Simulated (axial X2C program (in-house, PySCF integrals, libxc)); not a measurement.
How long does As₂⁻ take?

A bond scan computed with an axial X2C code built on PySCF integrals. Basis: As dyall-acv3z [10s10p7d5f1g] (cores contracted in-house).

Input file and command:
```json
{
 "zs": [
  33,
  33
 ],
 "q": -1,
 "bas": [
  "dyall-acv3z",
  "dyall-acv3z"
 ],
 "levels": [
  "PBE0",
  "HF",
  "BHandHLYP"
 ],
 "cc": true,
 "r0": 2.42,
 "thr": -2.0,
 "nmax": 90,
 "npts": 10,
 "nst": 2,
 "ntry": 6
}
```
```bash
python so2c.py task.json out
```

Keys: zs atomic numbers; q charge; bas basis sets; levels methods; cc coupled cluster on or off; r0 starting distance in Å; thr threshold in hartree for freezing inner shells (an s shell follows its p shell); nmax most natural virtual spinors; npts points on the curve; nst determinants followed; ntry starts of the search. HF also brings MP2.

Hardware: 1 thread of Arm Neoverse V2 (shared host).

Wall time of one point of each curve, integrals apart:

| Hamiltonian | level | points | seconds a point |
| --- | --- | --- | --- |
| spin-free | PBE0 | 10 | 0.66 |
| spin-free | HF | 10 | 0.44 |
| spin-free | CCSD(T) (11 electrons, 90 virtuals) | 7 | 3.9 |
| spin-free | BHandHLYP | 10 | 0.68 |
| 2c | PBE0 | 10 | 0.99 |
| 2c | HF | 10 | 0.99 |
| 2c | CCSD(T) (11 electrons, 90 virtuals) | 7 | 4.9 |
| 2c | BHandHLYP | 10 | 1.1 |

The rest:

Search with its distance optimisation 41 s, atoms 12 s, whole task 180 s. Coupled cluster runs on the points near the minimum only. The program drops outer points, and coupled cluster, when its time limit (not in the input) nears; MP2, further determinants and curves that did not converge are not in the table.
